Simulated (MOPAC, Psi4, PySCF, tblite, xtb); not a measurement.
Dimer CH5N ··· Li+ (SMILES CN and [Li+]) (charge +1) at R = 2.27 Å between the centres of mass, closest contact 1.97 Å (lowest of the rigid-body minima from ten starts at GFN2-xTB). Geometry in Å and degrees:

```
C
H 1 1.0912
H 1 1.0912 2 107.21
H 1 1.0988 2 107.87 3 -115.94
N 1 1.4624 2 109.21 3 118.21
H 5 1.0128 1 110.76 2 62.30
H 5 1.0128 6 106.92 1 -120.76
Li 5 1.9749 6 112.82 7 -124.61
```

- GFN2-xTB (tblite)
- SAPT0/jun-cc-pVDZ, all electrons correlated (Psi4)
- revPBE/def2-TZVP, counterpoise-corrected (Psi4)
- revPBE-D3(BJ)/def2-TZVP, counterpoise-corrected (Psi4)
- PBE/def2-TZVP, counterpoise-corrected (Psi4)
- PBE-D3(BJ)/def2-TZVP, counterpoise-corrected (Psi4)
- HF/aug-cc-pVTZ, counterpoise-corrected (Psi4)
- MP2/aug-cc-pVTZ = DF-MP2/aug-cc-pVTZ, all electrons correlated, counterpoise-corrected (Psi4)
- SCS-MP2/aug-cc-pVTZ = DF-SCS-MP2/aug-cc-pVTZ, all electrons correlated, counterpoise-corrected (Psi4)
- PM3, restricted, heats of formation (MOPAC)
- PM6, restricted, heats of formation (MOPAC)
- GFN1-xTB (xtb)
- RKS-B3LYP/6-31G* = restricted B3LYP/6-31G*, spherical d, no counterpoise correction run with PySCF 2.14.0
- RMP2/6-31G* = restricted MP2 (frozen core)/6-31G*, spherical d, no counterpoise correction (PySCF)
- RHF/6-31G* = restricted Hartree-Fock/6-31G*, spherical d, no counterpoise correction (PySCF)
- RKS-B3LYP/6-311+G** = restricted B3LYP/6-311+G**, spherical d, no counterpoise correction run with PySCF 2.14.0

Question: What interaction energy does each level give?

Answer: 
| method | E_int / kcal/mol |
|---|---|
| RKS-B3LYP/6-31G* | -46.20 |
| RMP2/6-31G* | -46.00 |
| RHF/6-31G* | -43.42 |
| revPBE-D3(BJ)/def2-TZVP | -41.85 |
| PBE-D3(BJ)/def2-TZVP | -41.83 |
| RKS-B3LYP/6-311+G** | -41.52 |
| GFN1-xTB | -41.21 |
| GFN2-xTB | -41.02 |
| PBE/def2-TZVP | -40.86 |
| HF/aug-cc-pVTZ | -40.41 |
| SAPT0/jun-cc-pVDZ | -39.78 |
| MP2/aug-cc-pVTZ | -39.50 |
| revPBE/def2-TZVP | -39.46 |
| SCS-MP2/aug-cc-pVTZ | -39.39 |
| PM6 | -34.02 |
| PM3 | -24.90 |
